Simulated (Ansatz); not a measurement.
Two isomers of C2H6SSi: A = `C=C[SiH2]S`, B = `S[SiH]1CC1`.

Calculated with Ansatz (gas phase, PBE0-D4/def2-TZVP geometries, no zero-point term in ΔE). CCSD(T)/CBS adds triple-zeta CCSD(T) − MP2 to the extrapolated MP2 energy (def2 sets, frozen cores). DFT in def2-TZVPP. B3LYP here is the variant with VWN-RPA as its local correlation; programs differ in this. One conformer a species, not always the lowest.

(1) Which is lower in electronic energy at CCSD(T)/CBS, and by how much? (Estimate.)

(2) Give E(B) − E(A) in kcal/mol with ωB97M-V, B3LYP-D4, CCSD(T)/def2-TZVPP, BLYP-D4, PBE-D4, HF/def2-TZVPP, LDA (SPW92). (Estimate.)

(3) Does the order hold for the free energy at 298.15 K (harmonic terms from PBE0-D4)? (An estimate is asked.)

Largest T1 diagnostic: 0.011.

Results:

(1) Ansatz gave: A, by 9.4 kcal/mol.

(2) Computed: ωB97M-V 7.5, B3LYP-D4 10.6, CCSD(T)/def2-TZVPP 9.5, BLYP-D4 11.5, PBE-D4 4.9, HF/def2-TZVPP 16.9, LDA (SPW92) 0.3. None reverses the order clearly.

(3) Ansatz gave: Yes: G(B) − G(A) = +11.4 kcal/mol, for one conformer each.

Leaving LDA and LC-ωPBE aside and taking each functional with its dispersion term where it has one, the values spread over 6.8 kcal/mol, from PBE0-D4 to BLYP-D4. LDA lies −4.6 kcal/mol from PBE without D4. In def2-TZVPP, CCSD(T) changes the Hartree–Fock value by −7.3 kcal/mol (the triples alone add −0.5 kcal/mol) and MP2 by −9.8 kcal/mol.
